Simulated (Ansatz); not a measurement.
`[CH3][Hf]([CH3])([Cl])[Cl]`, charge 0, multiplicity 1.

Problem. Give a relaxed structure at PBE0-D4/def2-TZVP (the Gaussian-basis code of Ansatz). (Estimate.)

Solution. Computed: 
Z-matrix (Å, degrees):
```
C
Hf 1 2.190
H 1 1.097 2 110.8
H 1 1.097 2 110.8 3 119.5
H 1 1.096 2 112.2 3 -120.2
C 2 2.190 1 103.6 3 -59.6
Cl 2 2.344 1 108.6 3 55.8
Cl 2 2.344 1 108.6 3 -175.0
H 6 1.096 2 112.2 1 179.6
H 6 1.097 2 110.8 1 -60.1
H 6 1.097 2 110.8 1 59.4
```
Point group C2v.
This is one stationary point; other conformers may exist.
